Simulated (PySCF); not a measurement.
C6H14N (SMILES [CH2]CN(CC)CC), doublet, at a GFN2-xTB geometry. Base run: SCAN/STO-3G (PySCF).

Input for PySCF:
```python
from pyscf import gto, scf, dft

mol = gto.Mole()
mol.atom = '''
    C    -0.784441    2.313906   -0.212130
    C    -0.921584    0.942881   -0.726181
    N    -0.043944    0.012692   -0.039962
    C    -0.372174   -1.374189   -0.320352
    C    -1.541999   -1.859355    0.530257
    C     1.361170    0.323127   -0.253795
    C     2.211790   -0.090191    0.942023
    H    -1.058192    3.152689   -0.820422
    H    -0.499780    2.472382    0.807996
    H    -0.762770    0.928851   -1.824721
    H    -1.953203    0.586738   -0.567287
    H    -0.599621   -1.526575   -1.391333
    H     0.501136   -1.983340   -0.080503
    H    -2.464036   -1.345978    0.268944
    H    -1.691500   -2.926211    0.382282
    H    -1.331307   -1.673125    1.579603
    H     1.747520   -0.152711   -1.172319
    H     1.435698    1.407023   -0.380633
    H     3.241413    0.225682    0.792521
    H     1.825515    0.376607    1.843698
    H     2.200158   -1.167957    1.082983
'''
mol.basis = 'sto-3g'
mol.charge = 0
mol.spin = 1
mol.verbose = 4
mol.build()

mf = dft.UKS(mol)
mf.xc = 'scan'
mf.kernel()
mf.analyze()
```

The base run was repeated with changes; each row names its change, and settings that it needs were set with it.

```
change                                     ΔE vs base (µEh)  grid points  electrons on the grid
-----------------------------------------  ----------------  -----------  ---------------------
base                                                    0.0       235928               57.00007
grids.level = 2                                        5151       153448               57.00010
grids.level = 7                                         709      1306256               57.00000
grids.prune = dft.gen_grid.treutler_prune              11.4       202120               57.00008
grids.radi_method = gauss_chebyshev                   -3181       230528               57.00007
grids.atom_grid = (150, 974)                            417      1709584               57.00000
grids.prune = off                                      -5.0       369952               57.00008
grids.atom_grid = (75, 302)                           -10.9       306344               57.00007
grids.level = 5                                        1706       629544               57.00000
grids.prune = dft.gen_grid.sg1_prune                    118       104656               56.99996
grids.becke_scheme = stratmann                          0.0       235928               57.00007
```

Open shells are given as the SCF converged; they aren't shown to be the lowest states, and a large step between rows can be another state.
